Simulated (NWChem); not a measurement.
Molecule: CCl3, doublet; SMILES Cl[C](Cl)Cl

```xyz
4

Cl    -1.3473     1.0140    -0.0312
C      0.0000     0.0000     0.2649
Cl    -0.2045    -1.6739    -0.0312
Cl     1.5519     0.6598    -0.0312
```
Atoms are numbered in this order, from 1.

Results from NWChem. Spin-unrestricted. In the optimisation the excess spin sits in a (C3, its own frame). Coordinates come from a PBE0/def2-SVP, spin-unrestricted optimisation. No stability test was run on the SCF state.

Problem. Taking PBE0/def2-TZVPP as the yardstick, which of these has the fewest basis functions while keeping “highest occupied level (eV)” within 0.1 eV of it: PBE0/pcseg-1; PBE0/3-21G; PBE0/aug-pcseg-1; PBE0/pcseg-2?

Solution. PBE0/pcseg-2.
| level | basis functions | highest occupied level (eV) | relative time (rough) |
|---|---|---|---|
| PBE0/3-21G | 48 | -6.77 | 1 |
| PBE0/pcseg-1 | 68 | -6.72 | 3 |
| PBE0/aug-pcseg-1 | 104 | -6.66 | 7 |
| PBE0/pcseg-2 | 132 | -6.60 | 10 |
| PBE0/def2-TZVPP | 157 | -6.54 | 20 |

The yardstick is one finite set, not the basis-set limit.
